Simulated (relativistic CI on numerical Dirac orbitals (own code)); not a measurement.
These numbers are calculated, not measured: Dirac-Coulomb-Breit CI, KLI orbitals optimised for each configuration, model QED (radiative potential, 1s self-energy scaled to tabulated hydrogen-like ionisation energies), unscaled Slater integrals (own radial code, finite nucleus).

The strongest absorption lines from the ground level of an ion, among the configurations computed and to levels below about 1510 eV (vacuum wavelength in Å, gf): 14.847 (0.27), 15.098 (0.87), 15.230 (1.4), 15.399 (1.3), 16.798 (0.13), 17.307 (0.35), 30.369 (0.74), 31.989 (0.18).

Problem. Which ion is it?
A. Yb54+
B. Hg62+
C. Hg64+
D. At69+

Solution. C. Hg64+ has 16 electrons and the ground level 3s2 3p4 3P_2; the strongest line goes to 3s2 3p3 3d 3D°_2. The pattern of lines fixes the number of electrons, and along that sequence the line energies rise steadily with the charge (about as its square where n changes within one kind of shell, about linearly where n is kept but much faster in heavy ions where fine structure, which grows about as Z⁴, sets the gap, and irregularly where shells cross), which fixes Z. Configurations outside the model, such as inner-shell arrays, can give stronger lines. At this charge energies of transitions that change n are usually good to better than 1 %, and those within a shell (Δn = 0) to a few per cent.

LS names give the leading component of a level, which can be under half, so a name can repeat, a term be missing and a line seem to break the LS rules.
